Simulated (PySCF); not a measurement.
**Deuteron quadrupole couplings in `CC(C)(C)/C=N/N`**

Species: C5H12N2.
Structure used (GFN2-xTB), in Å, numbered top down from 1:
```xyz
19
C5H12N2 angstrom
C     -1.4318   -0.6476    1.0308
C     -0.5060   -0.1338   -0.0789
C     -1.2527    0.9081   -0.9225
C     -0.0586   -1.2956   -0.9635
C      0.6784    0.5364    0.5536
N      1.8629    0.1876    0.2905
N      2.9105    0.8773    0.7866
H     -1.7477    0.1676    1.6788
H     -0.9201   -1.3920    1.6369
H     -2.3187   -1.1058    0.5987
H     -2.1355    0.4618   -1.3753
H     -0.6085    1.2839   -1.7140
H     -1.5684    1.7482   -0.3070
H      0.4784   -2.0318   -0.3726
H      0.6086   -0.9372   -1.7415
H     -0.9211   -1.7718   -1.4243
H      0.4542    1.3615    1.2455
H      2.7310    1.4896    1.5834
H      3.7354    0.3029    0.8757
```

Level: PBE0/pcSseg-1 (PySCF, non-relativistic); Q(2H) = 0.00286 b; rigid geometry, the same for H and D, with no vibrational averaging.

Task: Rank these positions by the coupling χzz of a deuteron there, largest first.
A. H9 (methyl hydrogen)
B. H17 (hydrogen on a C=N carbon)
C. H18 (N–H hydrogen)
D. H19 (N–H hydrogen)

Result: D (273 kHz), C (253 kHz), A (212 kHz), B (195 kHz).

Task: What are Vzz, η and χzz (234.96 MHz × Q × Vzz) at all hydrogens?

Result: 
| atom | bonded to | bond length (Å) | Vzz (au) | η | χzz (kHz) |
| --- | --- | --- | --- | --- | --- |
| H8 | C1 | 1.088 | 0.3150 | 0.02 | 212 |
| H9 | C1 | 1.088 | 0.3149 | 0.01 | 212 |
| H10 | C1 | 1.088 | 0.3159 | 0.02 | 212 |
| H11 | C3 | 1.088 | 0.3158 | 0.02 | 212 |
| H12 | C3 | 1.088 | 0.3145 | 0.01 | 211 |
| H13 | C3 | 1.088 | 0.3149 | 0.02 | 212 |
| H14 | C4 | 1.086 | 0.3180 | 0.03 | 214 |
| H15 | C4 | 1.086 | 0.3177 | 0.03 | 214 |
| H16 | C4 | 1.088 | 0.3169 | 0.02 | 213 |
| H17 | C5 | 1.100 | 0.2909 | 0.10 | 195 |
| H18 | N7 | 1.021 | 0.3759 | 0.22 | 253 |
| H19 | N7 | 1.009 | 0.4057 | 0.20 | 273 |

Task: Average by the element that carries the hydrogen.

Result: on C: 211 kHz over 10 positions, mean bond length 1.089 Å; on N: 263 kHz over 2 positions, mean bond length 1.015 Å.

Task: Give the 2H NMR doublet splittings at H14 for a magnetic field along the z, y and x axes of the gradient: 3χ/2, 3χ(1 + η)/4, 3χ(1 − η)/4.

Result: With |χ| = 213.7 kHz and η = 0.032: 321, 165 and 155 kHz, to first order and without motion.

The structure is a single GFN2-xTB conformer in the gas phase; no vibrational or solvent corrections. GFN2-xTB bond lengths can be off by several hundredths of an ångström, more for odd bonds, and the gradients follow them. The basis is small and wasn't made for field gradients, so the couplings can be 20 % off.
